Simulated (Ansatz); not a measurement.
H6Si3, SMILES `[SiH3][Si][SiH3]` (excited triplet) (charge 0, multiplicity 3). This triplet is an excited state, 0.38 eV above the relaxed singlet at the level frozen-core CCSD(T)/cc-pVTZ // PBE0-D3(BJ)/def2-TZVP (Ansatz, a first-principles code).

Level of theory: B3LYP/cc-pVTZ // PBE0-D3(BJ)/def2-TZVP (Ansatz).

Ansatz 0.2 input:
```yaml
crystal:
  periodic: [false, false, false]
  atoms:
    - { symbol: Si, position_ang: [-1.921148, 0.732686, 0.143178] }
    - { symbol: Si, position_ang: [0.068064, 0.522732, -1.030843] }
    - { symbol: Si, position_ang: [1.924565, -0.70464, -0.377921] }
    - { symbol: H, position_ang: [-2.594057, -0.586001, 0.301621] }
    - { symbol: H, position_ang: [-1.684958, 1.309616, 1.49536] }
    - { symbol: H, position_ang: [-2.818017, 1.641204, -0.617878] }
    - { symbol: H, position_ang: [2.971319, -0.558026, -1.422812] }
    - { symbol: H, position_ang: [2.464916, -0.209658, 0.918207] }
    - { symbol: H, position_ang: [1.589316, -2.147915, -0.231262] }
basis:
  gaussian: { orbitals: cc-pVTZ }
hamiltonian:
  xc: b3lyp
magnetization:
  spin_polarized: true
  initial_magnetization: 2
```

Output:

```
Functional definition: B3LYP
1212 factors; their error is unknown
mean field evaluation 1: about -23729.7710 eV, gradient 1.1e1 eV
mean field evaluation 2: about -23730.3865 eV, gradient 7.3e0 eV
mean field evaluation 4: about -23730.8272 eV, gradient 3.4e-1 eV
mean field evaluation 8: about -23730.8930 eV, gradient 1.4e-1 eV
mean field evaluation 16: about -23730.8931 eV, gradient 1.7e-5 eV
mean field -23730.89305792 eV, -872.0942345014 hartree, gradient 1.7e-5 eV, S^2 2.005153; 0 other end points of the search recorded, 0 dependent functions left out
reference -23730.89335211 eV, -872.0942453130 hartree; 25, 23 occupied and 161, 163 virtual orbitals, 1212 factors
Total energy: -23730.89335211 eV, -872.0942453130 hartree
```
